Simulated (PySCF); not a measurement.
**Gd⁵¹⁺: ionisation energy**

Gd⁵¹⁺ [Ne] 3s2 3p1 (2P) → Gd⁵²⁺ [Ne] 3s2 (1S), as a difference of total energies. Calculation: PySCF 2.14, in an uncontracted even-tempered set (17 s from 11 bohr⁻², ratio 2.5; 12 p from 15 bohr⁻², ratio 2.5; 4 d from 58 bohr⁻², ratio 2.7; 4 f from 87 bohr⁻², ratio 2.7); scalar relativity by spin-free X2C-1e. Correlated levels: outer shells: 1s2 frozen; virtual orbitals above 40 to 60 times the deepest correlated orbital energy dropped. The calculations carry no spin-orbit coupling.

| method | ionisation energy (eV) |
| --- | --- |
| UHF | 4569.2 |
| MP2 (outer shells) | 4569.8 |
| SCS-MP2 (outer shells) | 4569.7 |
| CCSD (outer shells) | 4569.8 |
| CCSD(T) (outer shells) | 4569.8 |

A first-order spin-orbit estimate (lowest level to lowest level, LS coupling) adds 114.9 eV.

Breit and QED terms and the two-electron picture change are absent.

First order in ζ underestimates the shift of j = l − 1/2 levels at high Z.

For comparison: 4693 ± 4 eV (theoretical estimate listed by NIST; NIST Atomic Spectra Database, ionization energies).
